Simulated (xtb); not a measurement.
LuF₃, SMILES [Lu]([F])([F])[F]. All values are semi-empirical tight-binding results from xtb (GFN2-xTB unless named), good for trends rather than for accurate numbers. The structure is a stationary point at GFN2-xTB. The isomer is the one that the SMILES or the coordinates give; other isomers of the formula were not compared.

For metal compounds this method's bond lengths and energies can be far off.

Computed properties:
```json
{
 "point_group_as_xtb_finds_it": "C3v",
 "orbital_gap": "4.04 eV",
 "zero_point_energy": "2.2 kcal/mol",
 "G − E(el) at 298.15 K (modified RRHO)": "-16.9 kcal/mol"
}
```
